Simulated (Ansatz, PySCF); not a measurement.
This Ansatz (a first-principles code) input computes a CCSD(T)/cc-pVDZ energy:

Ansatz 0.2 input:
```yaml
crystal:
  periodic: [false, false, false]
  atoms:
    - {symbol: B, position_ang: [0.03962716, -0.37044061, 0.44250275]}
    - {symbol: N, position_ang: [-1.17597909, 0.26054152, -0.32007887]}
    - {symbol: N, position_ang: [1.29896223, -0.03413388, 0.05076314]}
    - {symbol: H, position_ang: [-0.24987765, -1.10524117, 1.31740596]}
    - {symbol: H, position_ang: [-1.76762641, -0.47492405, -0.71902210]}
    - {symbol: H, position_ang: [-1.77571863, 0.77766845, 0.33030878]}
    - {symbol: H, position_ang: [1.55430224, 0.59450289, -0.69767519]}
    - {symbol: H, position_ang: [2.10545697, -0.42269992, 0.52081625]}
    - {symbol: H, position_ang: [-0.92555434, 0.89804333, -1.07913734]}
basis:
  gaussian:
    orbitals: cc-pVDZ
total_charge: 1
magnetization: {spin_polarized: false}
correlation: {method: ccsd_t, electrons: outside_noble_gas}
```

Task: Write an input for the same energy in PySCF and say what it gives.

Result: 
```python
from pyscf import gto, scf, mp, cc as ccmod

mol = gto.M(
    atom='''
    B     0.03962716   -0.37044061    0.44250275
    N    -1.17597909    0.26054152   -0.32007887
    N     1.29896223   -0.03413388    0.05076314
    H    -0.24987765   -1.10524117    1.31740596
    H    -1.76762641   -0.47492405   -0.71902210
    H    -1.77571863    0.77766845    0.33030878
    H     1.55430224    0.59450289   -0.69767519
    H     2.10545697   -0.42269992    0.52081625
    H    -0.92555434    0.89804333   -1.07913734
    ''',
    basis='cc-pvdz',
    charge=1,
    spin=0,
    verbose=4,
)

mf = scf.RHF(mol)
mf.conv_tol = 1e-10
mf.max_cycle = 100
mf.kernel()
mp2 = mp.MP2(mf, frozen=3).run()
cc = ccmod.CCSD(mf, frozen=3)
cc.max_cycle = 100
cc.kernel()
et = cc.ccsd_t()
print(f'E(CCSD(T)) = {cc.e_tot + et:.9f}')
```
It gives -137.41618 Eh, and Ansatz -137.41618 Eh, a difference of 0.00 mEh.

It need not be the lowest isomer of its formula.
